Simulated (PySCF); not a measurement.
**Palladium: a sound run and one with changed settings**

Sound run: Pd²⁺ [Kr] 4d8, Pd³⁺ [Kr] 4d7. Computed with PySCF 2.14 in x2c-SVPall, with scalar relativity by spin-free X2C-1e. In the sound run the correlated levels freeze [Kr]. The sound run starts from symmetry-adapted Hartree-Fock orbitals and uses a fine grid where one is needed.

Changed run: initial guess 1e, at most 50 SCF cycles, level shift 0.5 hartree.

```tsv
species	method	sound run (hartree)	changed run (hartree)	converged
Pd²⁺	UHF	-5041.39302	-5041.39302	yes
Pd²⁺	MN15	-5047.00848	-5047.00848	yes
Pd²⁺	M06-2X	-5044.16338	-5044.16338	yes
Pd²⁺	MP2	-5041.55206	-5041.52805	yes
Pd³⁺	UHF	-5040.24763	-5040.19073	yes
Pd³⁺	MN15	-5045.78511	-5045.78511	yes
Pd³⁺	M06-2X	-5042.94505	-5042.91467	yes
Pd³⁺	MP2	-5040.36266	-5040.29525	yes
```

Ionisation energy of Pd²⁺:

```csv
method,sound run (eV),changed run (eV)
UHF,31.168,32.716
MN15,33.290,33.290
M06-2X,33.152,33.979
MP2,32.365,33.546
SCS-MP2,32.371,33.619
```

The plain start fixes occupations by D2h representation alone, and Pd³⁺ at UHF, Pd³⁺ at M06-2X landed in another state (other ⟨L²⟩ or ⟨S²⟩). A level shift leaves the converged SCF energy unchanged but raises the virtual orbital energies, which shrinks MP2 if it is not removed.

For comparison, NIST gives 32.93 eV between the lowest levels.
